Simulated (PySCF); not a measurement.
Mg(F)(Me) (CH3FMg), SMILES [Mg]([CH3])[F].

Coordinates come from a r2SCAN-D4/def2-TZVP optimisation.

Computed with M06-2X/def2-TZVPD (PySCF).

Gas-phase values at a fixed geometry.

Problem. Estimate the frontier levels, gap, dipole moment and polarisability. (An estimate is asked for; the answer gives what the named calculation found.)

Solution. 
* **highest occupied level**: -8.80 eV
* **lowest empty level**: -0.75 eV
* **orbital gap**: 8.05 eV
* **dipole moment**: 2.10 D
* **quadrupole, principal values (traceless, Buckingham form, about the centre of nuclear charge)**: -15.11, 7.56, 7.56 D·Å
* **mean static polarisability**: 37.3 bohr³ (5.52 Å³)
* **polarisability, principal values**: 32.9, 32.9, 46.0 bohr³
